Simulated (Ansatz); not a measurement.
Geometry optimisation, RKS B3LYP-D4/def2-SVP in Ansatz.

The input (input.yaml):

```yaml
crystal:
  periodic: [false, false, false]
  atoms:
    - { symbol: Si, position_ang: [0.203872, -0.51962, -0.456145] }
    - { symbol: F, position_ang: [-0.456707, -0.514883, 2.2794] }
    - { symbol: H, position_ang: [1.041648, -0.304207, -1.652491] }
    - { symbol: O, position_ang: [-0.161321, 0.972989, 0.212407] }
    - { symbol: H, position_ang: [-1.101965, 1.09502, 0.388781] }
    - { symbol: O, position_ang: [-1.260387, -1.22842, -0.772695] }
    - { symbol: H, position_ang: [-1.261066, -2.130391, -1.108153] }
    - { symbol: O, position_ang: [1.165873, -1.398616, 0.582278] }
    - { symbol: H, position_ang: [0.719098, -1.714144, 1.376355] }
    - { symbol: H, position_ang: [0.042754, 0.115371, 1.765061] }
basis:
  gaussian: { orbitals: def2-SVP }
hamiltonian:
  xc: b3lyp
  dispersion: d4
relax:
  f_tol: 0.03
  max_steps: 50
```

Command:

```bash
$ ansatz run input.yaml --threads 2 --pin off --max-ram 3072MiB --backend cpu --events-out ev --progress --plain --runs-dir out
```

Task: Where does it end, and by what steps?

Result: The run converged. After 13 steps the energy has fallen by 0.356 eV; F2 moved furthest, 0.60 Å.

```csv
step,energy less start (eV),largest force component (eV/Å),accepted
0,0.0000,0.845,yes
1,-0.1818,0.633,yes
2,-0.2483,0.869,yes
3,-0.3154,0.524,yes
4,-0.3336,0.361,yes
5,-0.3384,0.222,yes
6,-0.3411,0.282,yes
7,-0.3435,0.687,yes
8,-0.3544,0.054,yes
9,-0.3549,0.053,yes
10,-0.3553,0.039,yes
11,-0.3555,0.036,yes
12,-0.3555,0.036,yes
13,-0.3556,0.011,yes
```

```xyz
10
Properties=species:S:1:pos:R:3
Si 0.180 -0.648 -0.483
F -0.051 -0.389 2.699
H 1.013 -0.315 -1.656
O -0.265 0.722 0.405
H -1.077 1.166 0.123
O -1.286 -1.271 -0.942
H -1.299 -2.052 -1.507
O 1.076 -1.571 0.530
H 0.823 -1.489 1.470
H -0.181 0.219 1.975
```

Whether the end is a true minimum wasn't checked by a vibrational analysis.

Time of the run: 33 s on 2 threads of Arm Neoverse V1, on a shared host, peak memory 0.2 GiB.
